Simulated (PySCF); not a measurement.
Electric field gradients and quadrupole coupling constants

Species: C10H14S.
Structure used (PBE0-D3(BJ)/def2-SVP), in Å, numbered top down from 1:
```
atom  x, y, z in Å
C1    -1.7699    1.0854   -0.3484
C2    -1.6880   -0.3026    0.2716
C3    -1.3757   -1.3526   -0.7856
C4    -2.9827   -0.6441    1.0045
S5    -0.4066   -0.3344    1.6225
C6     1.0946    0.0450    0.7526
C7     1.8862   -0.9823    0.2238
C8     3.0778   -0.6838   -0.4341
C9     3.4946    0.6410   -0.5606
C10    2.7197    1.6676   -0.0220
C11    1.5273    1.3718    0.6357
H12   -0.8264    1.3589   -0.8440
H13   -2.5676    1.1096   -1.1099
H14   -1.9949    1.8466    0.4131
H15   -1.2994   -2.3546   -0.3381
H16   -0.4308   -1.1316   -1.3040
H17   -2.1773   -1.3707   -1.5432
H18   -3.1992    0.0905    1.7950
H19   -3.8239   -0.6396    0.2929
H20   -2.9283   -1.6422    1.4649
H21    1.5580   -2.0173    0.3398
H22    3.6878   -1.4919   -0.8452
H23    4.4308    0.8735   -1.0738
H24    3.0480    2.7062   -0.1094
H25    0.9187    2.1674    1.0709
```

Field gradients from the PBE0/pcSseg-1 density (PySCF, non-relativistic), principal values in atomic units, ordered |Vxx| ≤ |Vyy| ≤ |Vzz|:

```json
{"atom": "S5", "Vxx": "0.6368", "Vyy": "2.4231", "Vzz": "-3.0599"}
```

**Question.** Find the asymmetry η = (Vxx − Vyy)/Vzz and the couplings χ = eQV/h (234.96 MHz × Q in barn × V in au), with Q(33S) = −0.0678 b.

**Answer.** 
```csv
atom,environment,nucleus,η,χzz (MHz),χxx (MHz),χyy (MHz)
S5,sulfide sulfur,33S,0.58,48.75,-10.15,-38.60
```

The tensor is traceless: Vxx + Vyy + Vzz = 0.

**Question.** What is Vzz at S5 in SI units (1 au = 9.71736 × 10²¹ V/m²)?

**Answer.** -3.0599 au = -29.734 × 10²¹ V/m².

Were the hydrogens deuterons (Q(2H) = 0.00286 b), χzz would run from 194 kHz (H17, H13, H12, H16 and 1 more) to 204 kHz (H23, H22, H24 and H21).

Isolated species at its PBE0-D3(BJ)/def2-SVP geometry (one conformer only). With so small a basis the couplings can be 20 % off.
